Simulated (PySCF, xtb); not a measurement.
Ga(OH)(PH2)2 (GaH5OP2), SMILES [OH][Ga]([PH2])[PH2].

xtb with GFN2-xTB at its own geometry gives an orbital gap of 2.75 eV and a dipole moment of 2.10 D.

Geometry: B3LYP-D3(BJ)/def2-SVP. The structure was generated by enumeration; whether it is a known compound was not checked. One conformer was computed; it need not be the lowest.

Problem. What does PBE/def2-TZVP in PySCF give? (The exact figures need the calculation; the answer reports its results.)

Solution. gap 4.18 eV (levels -6.06 and -1.87 eV), dipole 1.62 D.
